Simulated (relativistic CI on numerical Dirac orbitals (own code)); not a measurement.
## Sensitivity of the levels of La XVII to α and to the nuclear radius

Calculated at this level of theory: Dirac-Coulomb-Breit CI, orbitals from a KLI potential per configuration, derivatives by finite differences, unscaled Slater integrals, QED left out (own radial code, finite nucleus).

CI space (outside the closed core [Ar] 3d10): 4s²4p⁶4d⁵, 4s²4p⁵4d⁶, 4s²4p⁴4d⁷, 4s4p⁶4d⁶, 4s²4p⁶4d⁴5s, 4p⁶4d⁷, 4s²4p⁶4d⁴5p, 4s²4p⁶4d³5s². Levels of other configurations are missing.

With x = (α/α₀)² − 1 an excitation energy changes as ω = ω₀ + qx; K = 2q/ω₀ is the relative enhancement. Terms are leading LS components, so labels can repeat. The field-shift factor is F = δν/δ⟨r²⟩ for the transition from the lowest level.

Lowest level 4s²4p⁶4d⁵ ⁶S5/2.

```
           Level  ω₀ (cm⁻¹)  q (cm⁻¹)  F (GHz/fm²)
 4s²4p⁶4d⁵ ⁴G5/2    40160.2    -18050       -0.195
 4s²4p⁶4d⁵ ⁴P3/2    54839.2     -1003      -0.0319
 4s²4p⁶4d⁵ ⁴G7/2    55525.6    -997.4       0.0896
 4s²4p⁶4d⁵ ⁴G5/2    59112.1      8666        0.162
4s²4p⁶4d⁵ ⁴G11/2    59396.2      3529        0.212
 4s²4p⁶4d⁵ ⁴G9/2    62034.2      7754        0.248
 4s²4p⁶4d⁵ ⁴P1/2    62432.9      7393       0.0726
 4s²4p⁶4d⁵ ⁴D7/2    73709.6     16200        0.258
 4s²4p⁶4d⁵ ⁴D5/2    76355.3     11110        0.196
 4s²4p⁶4d⁵ ⁴D1/2    83044.0     26810        0.344
 4s²4p⁶4d⁵ ⁴D3/2    84817.6     24340        0.347
 4s²4p⁶4d⁵ ²F7/2    86681.1      4453       0.0571
4s²4p⁶4d⁵ ²I11/2    87686.0     15270        0.474
```

At this charge energies of transitions that change n are usually good to better than 1 %, and those within a shell (Δn = 0) to a few per cent. Terms inside the open d or f shell come out 10 to 20 % too wide with unscaled integrals.

Task: Which transition from the lowest level has the largest |K|?

Result: 4s²4p⁶4d⁵ ⁴G5/2 at 40160.2 cm⁻¹, K = -0.899.
